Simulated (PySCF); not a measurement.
All of these have the formula C8H10Si. Computed, not measured: TDDFT wB97X-D/def2-SVPD, vertical, gas phase, core orbitals frozen in the response (PySCF 2.14.0, density-fitted response routines). Geometries: PBE0-D3(BJ)/def2-SVP; one conformer of each isolated species. Triplets are in the Tamm–Dancoff approximation. 'Strongest' means the level of largest summed f among the lowest 10 singlets; it needn't be the same kind of state in each.

Question: Rank by computed lowest singlet excitation energy, lowest first.
A. `c1ccc([C@@H]2C[SiH2]2)cc1`
B. `C#C[C@H](C)C1=C[SiH2]C=C1`
C. `CC#CC#C/C=C/C[SiH3]`
D. `C#C[Si]1(C=C)CC=CC1`

Answer: C (4.22 eV), B (4.52 eV), A (5.10 eV), D (6.06 eV).

```csv
SMILES,S1 (eV),first f ≥ 0.01 (nm),f (strongest),LUMO (eV),gap (eV),strongest (eV),S1 mainly
CC#CC#C/C=C/C[SiH3],4.22,286,1.27,0.34,8.21,5.84,H-1→L (78%)
C#C[C@H](C)C1=C[SiH2]C=C1,4.52,274,0.08,0.25,8.84,6.39,H→L (98%)
c1ccc([C@@H]2C[SiH2]2)cc1,5.10,243,0.35,1.27,9.20,5.38,H→L+1 (61%)
C#C[Si]1(C=C)CC=CC1,6.06,197,0.38,1.30,10.18,6.89,H-3→L+1 (28%)
```

H and L stand for HOMO and LUMO.
